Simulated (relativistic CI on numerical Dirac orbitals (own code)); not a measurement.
Hyperfine structure of Gd⁷⁺, mass number 155

Calculated at this level of theory: Dirac-Coulomb-Breit CI, orbitals from a KLI potential per configuration, a model potential for QED, unscaled Slater integrals (own radial code, finite nucleus).

CI space (outside the closed core [Kr] 4d10 5s2): 4f⁶5p³. The list is cut by size and lacks configurations that can hold low levels.

Nuclear spin I = 3/2, μ = -0.2591 μN, Q = 1.27 b (tables of Stone and Pyykkö). The electronic factors are computed for point nuclear moments, without core polarisation or the Bohr-Weisskopf and QED corrections.

```
          Level  E (cm⁻¹)  A (MHz)  B (MHz)
 4f⁶5p³ ¹⁰F°3/2       0.0   -22.68      883
 4f⁶5p³ ¹⁰F°5/2    1381.5    4.764      211
 4f⁶5p³ ¹⁰F°7/2    2983.9   -1.904      159
 4f⁶5p³ ¹⁰F°9/2    4532.9   -21.24      368
4f⁶5p³ ¹⁰F°11/2    5764.8   -47.93      730
4f⁶5p³ ¹⁰F°13/2    6493.2   -79.53     1240
4f⁶5p³ ¹⁰F°15/2    6636.0   -113.7     1910
  4f⁶5p³ ⁸F°1/2   22285.3    62.47
```

Levels with J = 0, under 50 % of one LS term, or S terms without an open s electron are left out. Small factors come from cancelling terms and can be off by tens of per cent or more.

At this charge configurations can still be misplaced by up to about 7 % of their energy. Terms inside the open d or f shell come out 10 to 20 % too wide with unscaled integrals. Levels and lines within the n = 5 or 6 shells can be off by up to 10 % or somewhat more, and those that change n by about 2 %, since core polarisation is missing.

Question: Give the hyperfine levels of 4f⁶5p³ ¹⁰F°11/2 relative to its centre of gravity.

Answer: With K = F(F + 1) − I(I + 1) − J(J + 1), E = AK/2 + B[¾K(K + 1) − I(I + 1)J(J + 1)]/[2I(2I − 1)J(2J − 1)]: F = 4: 769.2, F = 5: 65.18, F = 6: -341.8, F = 7: -213 MHz.

LS names give the leading component of a level, which can be under half, so a name can repeat, a term be missing and a line seem to break the LS rules.
